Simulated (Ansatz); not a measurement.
Consider the cleavage of the Si–Si bond: `[SiH3][SiH]1NCS1` + `[NH2][GaH][OH]` → `[NH2][GaH][O][SiH3]` + `C1N[SiH2]S1`.

Gas-phase electronic energies from Ansatz, PBE0-D4/def2-TZVP geometries. CCSD(T)/CBS is the MP2 limit (def2-TZVPP, def2-QZVPP) plus CCSD(T) − MP2 in def2-TZVPP, frozen cores. DFT in def2-TZVPP. B3LYP here is the variant with VWN-RPA as its local correlation; programs differ in this. For Ga outer-core shells are correlated without core-valence functions, which leaves a few kJ/mol of doubt a bond. Scalar relativity is left out up to krypton. One conformer a species, not always the lowest.

`[SiH3][SiH]1NCS1`:

```xyz
12

Si   -0.239   -1.028    1.925
Si    0.042    0.769    0.440
N     0.935    0.471   -1.005
C    -0.133    0.472   -1.989
S    -1.558    1.046   -0.957
H     1.021   -1.309    2.672
H    -1.304   -0.709    2.916
H    -0.626   -2.250    1.172
H     0.448    1.979    1.211
H     1.743   -0.103   -1.179
H     0.030    1.179   -2.807
H    -0.359   -0.517   -2.400
```

`[NH2][GaH][OH]`:

Z-matrix (Å, degrees):
```
N
Ga 1 1.813
H 1 1.005 2 123.2
H 1 1.005 2 124.9 3 180.0
O 2 1.789 1 117.7 3 -180.0
H 2 1.547 1 124.0 3 0.0
H 5 0.959 2 114.5 1 0.0
```

`[NH2][GaH][O][SiH3]`:

Cartesian coordinates in Å:
```
N -1.632 -1.939 0.013
Ga -0.307 -0.932 -0.673
O 0.100 0.451 0.382
Si 1.124 1.711 0.438
H -2.008 -2.761 -0.426
H -2.077 -1.728 0.890
H 0.441 -1.166 -2.007
H 1.978 1.626 1.654
H 2.018 1.746 -0.757
H 0.363 2.990 0.485
```

`C1N[SiH2]S1`:

Z-matrix (Å, degrees):
```
C
S 1 1.851
N 1 1.451 2 100.7
H 1 1.094 2 109.3 3 120.2
H 1 1.094 2 109.3 3 -119.9
Si 2 2.135 1 75.5 3 -5.0
H 3 1.005 1 119.1 2 161.3
H 6 1.491 2 116.5 1 -112.4
H 6 1.488 2 116.6 1 120.2
```

```csv
level,ΔE (kJ/mol)
PBE0-D4,-88.8
B3LYP-D4,-104.7
r2SCAN,-100.6
PBE0,-90.9
CCSD(T)/def2-TZVPP,-108.5
SCS-MP2/def2-QZVPP,-120.0
HF/CBS(def2),-142.1
MP2/CBS(def2),-112.8
```

Problem. What does CCSD(T)/CBS give? (Estimate.)

Solution. The calculation gave: -106.3 kJ/mol. The listed levels differ from it by 17.5, 1.6, 5.7, 15.4, -2.2, -13.7, -35.8, -6.5 kJ/mol.

Largest T1 diagnostic among the species: 0.014.

From PBE to PBE0 (25 % exact exchange), in def2-TZVPP and without D4, ΔE moves by −11.4 kJ/mol. The D4 term adds +3.4 kJ/mol with B3LYP and +2.1 kJ/mol with PBE0; it sums over pairs of atoms, weighted by their polarisabilities, and B3LYP, whose exchange is more repulsive, gets the larger term. In def2-TZVPP, CCSD(T) changes the Hartree–Fock value by +31.3 kJ/mol (the triples alone add +4.7 kJ/mol) and MP2 by +24.7 kJ/mol.
